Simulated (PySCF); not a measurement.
C₈H₉Cl.
Geometry (PBE0-D3(BJ)/def2-SVP, Å), atoms numbered from 1 in this order:
```
atom  x, y, z in Å
C1    -3.4542    0.3010   -1.1536
C2    -2.3934   -0.2658   -1.0158
C3    -1.1141   -0.9505   -0.8335
C4    -1.2982   -2.4743   -0.9344
Cl5   -1.9399   -2.9978   -2.5156
C6    -0.4857   -0.6666    0.5244
C7     0.8276   -0.4503    0.4192
C8     1.2956   -0.5047   -1.0066
C9    -0.0144   -0.4421   -1.8035
H10   -4.3931    0.8067   -1.2818
H11   -1.9964   -2.8314   -0.1654
H12   -0.3285   -2.9716   -0.7945
H13   -1.0654   -0.7023    1.4491
H14    1.4980   -0.2817    1.2660
H15    1.9824    0.3176   -1.2640
H16    1.8593   -1.4380   -1.1918
H17   -0.0094   -1.0200   -2.7383
H18   -0.2406    0.6024   -2.0604
```

Computed with PySCF at B3LYP/def2-SVPD, non-relativistic, on one gas-phase PBE0-D3(BJ)/def2-SVP geometry that isn't relaxed in the solvent. The solvent is an IEF-PCM continuum (cavity from Bondi-type radii × 1.2), and excitations are vertical TDDFT with non-equilibrium linear response and a frozen core. The model holds no explicit solvent molecules, cavitation or dispersion.

```
run  E − E(gas) (kcal/mol)  HOMO (eV)  HOMO–LUMO gap (eV)  dipole (D)  lowest singlet (eV)  static polarisability (au)
gas                   0.00      -7.20                6.62        2.29                 5.99                       104.4
  P                  -3.80      -7.09                6.63        2.94                 6.04                       131.2
  Q                  -5.53      -7.06                6.62        3.26                 6.07                       145.7
```

The runs were made in chloroform and water. Which run belongs to which solvent?

P = chloroform, Q = water. The dielectric constants are 4.711 (chloroform), 78.36 (water), and the energy falls further as ε rises. The optical constants n² used for the excitations are 2.09, 1.78 in the same order. In this model the ground state sees the solvent through ε alone.

How constant is the ratio of the lowering to (ε − 1)/(2ε + 1)?

```tsv
solvent	(ε − 1)/(2ε + 1)	E − E(gas) (kcal/mol)	ratio (kcal/mol)	polarisation term (kcal/mol)
chloroform	0.356	-3.80	-10.7	-4.25
water	0.490	-5.53	-11.3	-6.55
```

The ratio changes by +5.7 % in size from chloroform to water. The polarisation term is half the interaction of the solute with the induced surface charges.
